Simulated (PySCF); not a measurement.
## Re (rhenium, neutral) across methods

[Xe] 4f14 5d4 6s2 6p1, one real determinant (an excited configuration). Calculation: PySCF 2.14, in aug-cc-pVDZ-PP with ECP60MDF (5s5p4d2f, 54 functions); a scalar-relativistic core potential.

```
 method  E (hartree)  mean ε 6s α (eV)  mean ε 6s β (eV)  mean ε 6p α (eV)  Σ⟨r²⟩ (bohr²)   ⟨S²⟩
   PBE0     -78.2585            -9.138            -6.986            -3.446          67.08  8.756
    UHF    -77.64403           -11.390            -7.955            -5.156          68.61  8.793
 r2SCAN     -78.2985            -8.584            -6.365            -3.031          67.05  8.768
    LDA     -78.1060            -8.442            -6.721            -3.016          66.75  8.755
 revPBE     -78.3344            -8.227            -6.295            -2.894          67.12  8.757
    PBE     -78.2928            -8.267            -6.399            -2.916          67.09  8.756
wB97X-V     -78.2223           -11.171            -9.280            -5.093          66.75  8.773
  B97-3     -78.2773            -9.085            -7.046            -3.392          67.00  8.760
```

(1) Estimate the same row for wB97X.

⟨L²⟩ = 7.94 against 12 for a pure F term, so this real determinant mixes terms. Energies and moments cover only the electrons outside the core potential. Spin-orbit coupling, absent here, splits the open shell strongly.

Answers

(1) E (hartree) = -78.2724; mean ε 6s α (eV) = -11.139; mean ε 6s β (eV) = -9.599; mean ε 6p α (eV) = -5.077; Σ⟨r²⟩ (bohr²) = 66.54; ⟨S²⟩ = 8.800.
